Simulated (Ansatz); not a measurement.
**Cost against result**

The pair of N2 (SMILES N#N, atoms 1–2) and SiH4O (SMILES [SiH3]O, atoms 3–8), both closed shells, in one local arrangement (a lower one may exist), relaxed at PBE0-D4/def2-TZVP:

| atom | x (Å) | y (Å) | z (Å) |
| --- | --- | --- | --- |
| N1 | -1.2756 | -1.6779 | -3.1145 |
| N2 | -0.7084 | -1.3739 | -2.2363 |
| Si3 | 0.2783 | 0.7882 | 1.1615 |
| O4 | 0.9505 | -0.4769 | 0.3533 |
| H5 | -1.0941 | 0.4690 | 1.6452 |
| H6 | 1.1634 | 1.0585 | 2.3178 |
| H7 | 0.1850 | 2.0043 | 0.3063 |
| H8 | 0.5009 | -0.7913 | -0.4334 |

Interaction energies are counterpoise-corrected; the time is that of the whole pair.

Ansatz 0.2.0; basis: as named in each row; cores frozen in the correlated methods. B3LYP uses VWN-RPA correlation. Extrapolation: Hartree–Fock as exp(−7.88 √X), correlation as X^−2.97.

Times are rough, for one single point on 4 threads of a shared host (Arm Neoverse V1).

The estimate by CCSD(T) at an estimated basis limit (MP2 extrapolated from triple and quadruple zeta, plus CCSD(T) − MP2 in triple zeta) is -6.9 kJ/mol.

```json
{"method": "HF", "basis": "STO-3G", "time (s)": "under 1", "interaction energy (kJ/mol)": "0.2", "method less estimate": "7.1"}
{"method": "PBE-D4", "basis": "STO-3G", "time (s)": "under 1", "interaction energy (kJ/mol)": "-7.3", "method less estimate": "-0.4"}
{"method": "SPW92", "basis": "def2-SVP", "time (s)": "under 1", "interaction energy (kJ/mol)": "-13.1", "method less estimate": "-6.3"}
{"method": "B3LYP-D4", "basis": "6-31G", "time (s)": "under 1", "interaction energy (kJ/mol)": "-10.2", "method less estimate": "-3.3"}
{"method": "PBE-D4", "basis": "def2-SVP", "time (s)": "under 1", "interaction energy (kJ/mol)": "-9.0", "method less estimate": "-2.1"}
{"method": "PBE0-D4", "basis": "def2-SVP", "time (s)": "under 1", "interaction energy (kJ/mol)": "-8.2", "method less estimate": "-1.3"}
{"method": "CCSD(T)", "basis": "def2-SVP", "time (s)": "1", "interaction energy (kJ/mol)": "-5.9", "method less estimate": "0.9"}
{"method": "PBE-D4", "basis": "def2-TZVPPD", "time (s)": "2", "interaction energy (kJ/mol)": "-7.7", "method less estimate": "-0.9"}
{"method": "revPBE-D4", "basis": "def2-TZVPPD", "time (s)": "2", "interaction energy (kJ/mol)": "-4.8", "method less estimate": "2.1"}
{"method": "BLYP-D4", "basis": "def2-TZVPPD", "time (s)": "2", "interaction energy (kJ/mol)": "-5.9", "method less estimate": "1.0"}
{"method": "HSE06-D4", "basis": "def2-TZVPPD", "time (s)": "2", "interaction energy (kJ/mol)": "-7.0", "method less estimate": "-0.1"}
{"method": "PBE0-D4", "basis": "def2-TZVPPD", "time (s)": "2", "interaction energy (kJ/mol)": "-6.9", "method less estimate": "0.0"}
{"method": "B3LYP-D4", "basis": "def2-TZVPPD", "time (s)": "2", "interaction energy (kJ/mol)": "-6.3", "method less estimate": "0.5"}
{"method": "wB97M-V", "basis": "def2-SVP", "time (s)": "2", "interaction energy (kJ/mol)": "-7.9", "method less estimate": "-1.0"}
{"method": "r2SCAN-D4", "basis": "def2-TZVPPD", "time (s)": "3", "interaction energy (kJ/mol)": "-6.1", "method less estimate": "0.8"}
{"method": "B2PLYP", "basis": "def2-TZVPPD", "time (s)": "4", "interaction energy (kJ/mol)": "-5.3", "method less estimate": "1.6"}
{"method": "wB97X-V", "basis": "def2-TZVPPD", "time (s)": "5", "interaction energy (kJ/mol)": "-6.5", "method less estimate": "0.4"}
{"method": "B97M-V", "basis": "def2-TZVPPD", "time (s)": "6", "interaction energy (kJ/mol)": "-7.3", "method less estimate": "-0.4"}
{"method": "wB97M-V", "basis": "def2-TZVPPD", "time (s)": "6", "interaction energy (kJ/mol)": "-6.3", "method less estimate": "0.6"}
{"method": "MP2", "basis": "def2-QZVPPD", "time (s)": "12", "interaction energy (kJ/mol)": "-7.0", "method less estimate": "-0.1"}
{"method": "CCSD(T)", "basis": "def2-TZVPPD", "time (s)": "72", "interaction energy (kJ/mol)": "-6.4", "method less estimate": "0.5"}
```

T1 diagnostic: at most 0.014.
